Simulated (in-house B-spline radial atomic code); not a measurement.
## CAM-B3LYP excitations of Yb2+

Method: CAM-B3LYP. Computed with a B-spline radial code for spherical atoms: linear response of the closed shell [Xe] 4f14 with the functional's adiabatic kernel; scalar-relativistic (spin-free one-electron X2C), finite nucleus, no spin-orbit coupling, no double excitations, S, P, D and F terms only; shells from n = 3 respond. Only terms of natural parity with L up to 3 were computed.

Spin-orbit coupling is strong here, so these LS terms don't match observed levels.

Command:
```bash
python run_td.py task.json out
```
Settings (radii: box in bohr, nucleus in fm):
```
Z                        70
electrons                68
configuration            [Xe] 4f14
hamiltonian              x2c
method                   camb3lyp
box_radius               29.48
rms_radius               5.3108
intervals                72
```

Run time, properties included: 12 s on 1 thread of Arm Neoverse N1, on a shared host.

The lowest states, in the order of their Tamm-Dancoff energies; the method's threshold (minus the highest occupied level) is 21.841 eV. Labels give the largest channel, * marks a mixed state, and oscillator strengths are full-response dipole values. Semilocal kernels can invert the small singlet-triplet splittings of Rydberg terms. Energies in eV:

```json
{"state": "4f → 6s 3F", "full response": "3.040", "Tamm-Dancoff": "3.044", "oscillator strength": "-"}
{"state": "4f → 6s 1F", "full response": "3.148", "Tamm-Dancoff": "3.151", "oscillator strength": "-"}
{"state": "4f → 5d 3P", "full response": "3.951", "Tamm-Dancoff": "4.027", "oscillator strength": "-"}
{"state": "4f → 5d 3F", "full response": "4.356", "Tamm-Dancoff": "4.388", "oscillator strength": "-"}
{"state": "4f → 5d 1F", "full response": "4.801", "Tamm-Dancoff": "4.811", "oscillator strength": "-"}
{"state": "4f → 5d 1P", "full response": "5.687", "Tamm-Dancoff": "6.157", "oscillator strength": "0.108"}
{"state": "4f → 6p 3D", "full response": "7.998", "Tamm-Dancoff": "8.002", "oscillator strength": "-"}
{"state": "4f → 6p 1D", "full response": "8.177", "Tamm-Dancoff": "8.188", "oscillator strength": "-"}
{"state": "4f → 7s 3F", "full response": "13.105", "Tamm-Dancoff": "13.106", "oscillator strength": "-"}
{"state": "4f → 7s 1F", "full response": "?", "Tamm-Dancoff": "?", "oscillator strength": "-"}
{"state": "4f → 6d 3P", "full response": "13.837", "Tamm-Dancoff": "13.846", "oscillator strength": "-"}
{"state": "4f → 6d 3F", "full response": "13.909", "Tamm-Dancoff": "13.913", "oscillator strength": "-"}
{"state": "4f → 6d 1F", "full response": "?", "Tamm-Dancoff": "?", "oscillator strength": "-"}
{"state": "4f → 6d 1P", "full response": "14.123", "Tamm-Dancoff": "14.187", "oscillator strength": "5.65e-05"}
{"state": "4f → 7p 3D", "full response": "14.808", "Tamm-Dancoff": "14.809", "oscillator strength": "-"}
{"state": "4f → 7p 1D", "full response": "14.865", "Tamm-Dancoff": "14.868", "oscillator strength": "-"}
{"state": "4f → 5f 3S", "full response": "15.347", "Tamm-Dancoff": "15.350", "oscillator strength": "-"}
{"state": "4f → 5f 3D", "full response": "15.362", "Tamm-Dancoff": "15.363", "oscillator strength": "-"}
{"state": "4f → 5f 1D", "full response": "15.408", "Tamm-Dancoff": "15.412", "oscillator strength": "-"}
{"state": "4f → 5f 1S", "full response": "15.743", "Tamm-Dancoff": "15.823", "oscillator strength": "-"}
{"state": "4f → 8s 3F", "full response": "16.751", "Tamm-Dancoff": "16.751", "oscillator strength": "-"}
{"state": "4f → 8s 1F", "full response": "16.762", "Tamm-Dancoff": "16.763", "oscillator strength": "-"}
```

Task: Where does 4f → 7s 1F lie?

Result: At 13.130 eV in full response, 13.130 eV in Tamm-Dancoff.

Task: Where does 4f → 6d 1F lie?

Result: At 13.979 eV in full response, 13.981 eV in Tamm-Dancoff.

Task: How large is the singlet-triplet splitting of 4f → 6s (F terms) in Tamm-Dancoff?

Result: 0.106 eV, from the unrounded values.

Task: What polarisabilities and dispersion coefficient does the method give?

Result: Dipole 7.461 bohr³, quadrupole 18.08 bohr⁵, C6 36.16 hartree·bohr⁶ for two such species.
